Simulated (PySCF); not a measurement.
Computed IR spectrum (relative IR intensity) of a molecule CH9NO2Si2. Geometry optimised at PBE-D3(BJ)/def2-SVP. The values are those of a single conformer. Method: PySCF with PBE-D3(BJ)/def2-SVP. Frequencies are harmonic and unscaled.

Lines under 2 % of the strongest are left out, and lines within 2 cm⁻¹ are merged.

```tsv
ν (cm⁻¹)	relative intensity
254	7.9
300	32
379	8.6
434	33
628	5.0
633	27
741	2.7
759	11
788	2.2
814	23
864	100
882	51
898	46
932	36
949	44
1008	81
1109	2.4
1133	26
1348	11
1449	3.0
2180	42
2185	31
2193	19
2195	57
2929	17
3005	6.3
3035	6.0
3512	5.1
3758	19
```

Question: Which structure fits?
A. CO[Si@@](N)(O)[SiH3]
B. CN[SiH2]O[SiH2]O
C. N[SiH2]CO[SiH2]O
D. CN[Si](O)(O)[SiH3]

Answer: B, CN[SiH2]O[SiH2]O
